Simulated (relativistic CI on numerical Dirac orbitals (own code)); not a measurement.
## Cr⁴⁺: resonant inelastic scattering at the L2,3 edge

Computed with this model: Dirac-Coulomb-Breit CI, orbitals from a KLI potential per configuration, a model potential for QED, valence Slater integrals scaled by 0.7, Kramers-Heisenberg scattering through one core-hole configuration in a parametric crystal field; configurations [Ar] 3d2 → [He] 2s2 2p5 3s2 3p6 3d3; 300 K; core-hole width 0.24 eV; summed over polarisations. Incident energies are the highest absorption maxima for each field (at most a few, so the weaker spin-orbit partner edge can be absent), on the computed scale of the free ion. Intensities are in per cent of the strongest line above 0.02 eV; levels within 1 cm⁻¹ are merged; final levels count from the ground level, the first row holds all elastic scattering, lines under 0.4 are left out and each table stops after 24 rows. The scale of the Slater integrals is a model choice and moves the terms in proportion.

Field parameters in Wybourne normalisation: Oh B⁴₀ = 21Dq, B⁴₄ = √(5/14) B⁴₀. The field is a parameter set, without covalency.

S is read from ⟨S²⟩ = S(S + 1).

Oh, 10Dq = 5000 cm⁻¹:

```csv
Final level (eV),Degeneracy,Irrep,S,583.5 eV,584.9 eV,592.9 eV
0.000,2,E,1.00,899.3,131.9,361.0
0.005,3,T2,1.00,166.2,13.3,86.6
0.062,3,T1,1.00,50.9,12.9,17.4
0.092,1,A1,1.00,18.0,0.9,3.5
0.544,1,A2,1.00,25.3,17.1,0.6
0.549,3,T2,1.00,27.4,13.9,42.4
0.575,3,T1,1.00,41.6,16.4,10.5
0.578,2,E,1.00,9.1,27.2,44.2
1.186,3,T2,1.00,6.1,50.1,33.7
1.544,3,T2,0.02,20.2,20.3,59.3
1.625,2,E,0.02,14.5,7.3,43.3
2.069,1,A1,1.00,2.4,3.8,100.0
2.090,3,T1,1.00,3.0,4.7,11.6
2.125,3,T2,0.99,4.4,21.7,17.6
2.127,2,E,0.99,4.1,28.3,27.5
2.454,3,T2,0.01,6.1,7.7,97.2
2.687,3,T1,0.00,5.5,3.1,46.9
2.689,1,A1,0.00,1.4,1.1,13.9
2.989,2,E,0.00,3.1,1.9,12.9
5.837,1,A1,0.00,0.1,0.0,1.9
```

Oh, 10Dq = 11300 cm⁻¹:

```
Final level (eV)  Degeneracy  Irrep     S  583.8 eV  592.3 eV  593.2 eV
           0.000           2      E  1.00     815.6     252.7     302.1
           0.002           3     T2  1.00     107.4      16.4      51.1
           0.056           3     T1  1.00      44.2      13.1      46.7
           0.083           1     A1  1.00      24.6      11.2       2.7
           1.254           1     A2  1.00       7.5      25.4      10.2
           1.254           3     T2  0.98      17.6      70.7      61.8
           1.283           3     T1  1.00      19.3      19.4      21.9
           1.284           2      E  1.00      22.0      15.4      49.2
           1.577           3     T2  0.05      25.7      57.9      72.3
           1.619           2      E  0.01       6.8      35.0      18.2
           2.672           3     T2  0.99       7.1      13.6     100.0
           2.714           1     A1  1.00       4.0       6.0      88.1
           2.736           3     T1  1.00      18.4      20.0      22.3
           2.764           3     T2  0.99       9.2      15.6       4.6
           2.767           2      E  1.00       7.9      15.2       8.4
           3.071           3     T2  0.03       5.0      12.8      77.2
           3.087           1     A1  0.01       2.9       1.1      20.5
           3.397           3     T1  0.00      13.3      24.5      48.7
           4.418           2      E  0.00       0.5       4.5      16.3
           6.860           1     A1  0.00       0.3       2.3       0.7
```

Oh, 10Dq = 17550 cm⁻¹:

| Final level (eV) | Degeneracy | Irrep | S | 584.2 eV | 584.7 eV | 591.4 eV |
| --- | --- | --- | --- | --- | --- | --- |
| 0.000 | 2 | E | 1.00 | 427.9 | 279.4 | 305.2 |
| 0.002 | 3 | T2 | 1.00 | 33.5 | 25.7 | 26.1 |
| 0.053 | 3 | T1 | 1.00 | 49.2 | 66.9 | 100.0 |
| 0.078 | 1 | A1 | 1.00 | 29.9 | 11.4 | 28.6 |
| 1.559 | 3 | T2 | 0.03 | 7.1 | 25.7 | 52.8 |
| 1.598 | 2 | E | 0.00 | 10.7 | 4.6 | 9.3 |
| 1.989 | 1 | A2 | 1.00 | 9.1 | 16.8 | 15.0 |
| 2.003 | 3 | T2 | 0.99 | 27.4 | 5.3 | 24.7 |
| 2.017 | 3 | T1 | 1.00 | 11.2 | 4.8 | 58.2 |
| 2.018 | 2 | E | 1.00 | 21.1 | 3.8 | 14.6 |
| 3.279 | 1 | A1 | 0.12 | 2.4 | 0.8 | 4.6 |
| 3.426 | 1 | A1 | 0.95 | 1.3 | 2.3 | 1.6 |
| 3.434 | 3 | T1 | 1.00 | 10.1 | 7.1 | 9.7 |
| 3.459 | 3 | T2 | 0.99 | 6.1 | 10.3 | 24.8 |
| 3.462 | 2 | E | 1.00 | 2.9 | 4.0 | 5.3 |
| 3.764 | 3 | T2 | 0.03 | 15.2 | 10.2 | 10.4 |
| 4.132 | 3 | T1 | 0.00 | 6.4 | 10.0 | 9.9 |
| 4.188 | 3 | T2 | 0.99 | 4.5 | 2.3 | 14.0 |
| 5.909 | 2 | E | 0.00 | 1.4 | 0.7 | 4.3 |

For the first field the strongest loss at the lowest incident energy is the level at 0.06 eV (S = 1.00, against 1.00 in the thermal ground state). Levels of other spin, the first over 8 % at 1.54 eV, appear because spin-orbit coupling of the core hole, and in heavier ions of the valence shell too, mixes spins.
